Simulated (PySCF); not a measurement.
Atoms are numbered as in `[F:1][B:2]([F:3])[C@H:4]1[CH2:5][CH2:6][C:7]2([CH2:8][CH2:9]2)[CH2:10]1`; H(Xn) means a hydrogen on atom n. Ha(C5), Ha(C6), Ha(C10) are cis to B2 on the ring; Ha(C8), Ha(C9) are pro-R; Hb(C8), Hb(C9) are pro-S; Hb(C5), Hb(C6), Hb(C10) are trans to B2 on the ring.

Computed data (PySCF 2.14): coordinates at the PBE0-D3(BJ)/def2-SVP level, GIAO B3LYP/pcSseg-1 shieldings. One conformer, equivalent nuclei averaged, relativity neglected, no solvent.

Referencing at the same level of theory: TMS for ¹³C and ¹H; CFCl3 for ¹⁹F; ¹¹B against BF3·OEt2.

| atoms | nucleus | count | δ (ppm) |
| --- | --- | --- | --- |
| C6 | ¹³C | 1 | 43.0 |
| Hb(C6) | ¹H | 1 | 1.76 |
| Ha(C8) | ¹H | 1 | 0.66 |
| Hb(C5) | ¹H | 1 | ? |
| Ha(C6) | ¹H | 1 | 1.44 |
| Hb(C10) | ¹H | 1 | 1.30 |
| C5 | ¹³C | 1 | ? |
| B2 | ¹¹B | 1 | 30.8 |
| Ha(C9) | ¹H | 1 | 0.58 |
| C8 | ¹³C | 1 | 18.7 |
| F1/F3 | ¹⁹F | 2 | ? |
| Hb(C9) | ¹H | 1 | 0.44 |
| Hb(C8) | ¹H | 1 | 0.44 |
| Ha(C10) | ¹H | 1 | 1.79 |
| H(C4) | ¹H | 1 | ? |
| C4 | ¹³C | 1 | ? |
| C10 | ¹³C | 1 | 44.3 |
| C7 | ¹³C | 1 | 22.0 |
| Ha(C5) | ¹H | 1 | 1.66 |
| C9 | ¹³C | 1 | ? |

Fill in the missing shifts.

Results:


- C5: 35.0 ppm, sp3 CH2 in a ring; a saturated carbon with 2 carbon neighbours and no heteroatom attached
- C4: 29.0 ppm, sp3 CH bonded to B
- C9: 19.3 ppm, three-membered-ring carbon; carbons of three-membered rings are unusually shielded
- Hb(C5): 1.67 ppm, hydrogen on an sp3 CH2 in a ring
- H(C4): 1.27 ppm, hydrogen on an sp3 CH bonded to B
- F1/F3: -72.7 ppm, fluorine bonded to B

A carbon bonded to boron is broadened by the quadrupolar boron nucleus and is often missing from a measured spectrum. Shifts are as computed. Against solution values, carbons near 30 ppm lie about +2 ppm off and those near 130 ppm about +6 ppm. Of 1211 compounds with measured shifts, 218 miss one by over three times the rms of a fit or turn the order of signals round; such compounds aren't used in these exercises. Unscaled 19F shifts against computed CFCl3 carry errors that often reach 10 to 50 ppm.
